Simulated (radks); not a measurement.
Problem. The osmium ion Os66+, configuration [Ne]. All-electron calculation, Dirac Kohn-Sham, PBE, spin-unpolarised, spherical densities, finite nucleus; Fermi nuclear charge, rms radius 5.4126 fm. Program: a radial shooting solver on a logarithmic mesh with Libxc functionals. Some entries of the table are withheld. Estimate them.

| orbital | occ. | eigenvalue (eV) | <r> (bohr) |
|---|---|---|---|
| 1s1/2 | 2 | -79733.94 | 0.01772 |
| 2s1/2 | 2 | -18458.82 | 0.07307 |
| 2p1/2 | 2 | -18007.05 | (1) |
| 2p3/2 | 4 | -16418.62 | (2) |
| 3s1/2 | 0 | (3) | 0.1750 |
| 3p1/2 | 0 | (4) | (5) |
| 3p3/2 | 0 | (6) | (7) |

Solution. 
(1) 2p1/2 <r> (bohr): 0.06021
(2) 2p3/2 <r> (bohr): 0.06804
(3) 3s1/2 eigenvalue (eV): -7683.171
(4) 3p1/2 eigenvalue (eV): -7529.940
(5) 3p1/2 <r> (bohr): 0.1637
(6) 3p3/2 eigenvalue (eV): -7090.304
(7) 3p3/2 <r> (bohr): 0.1750
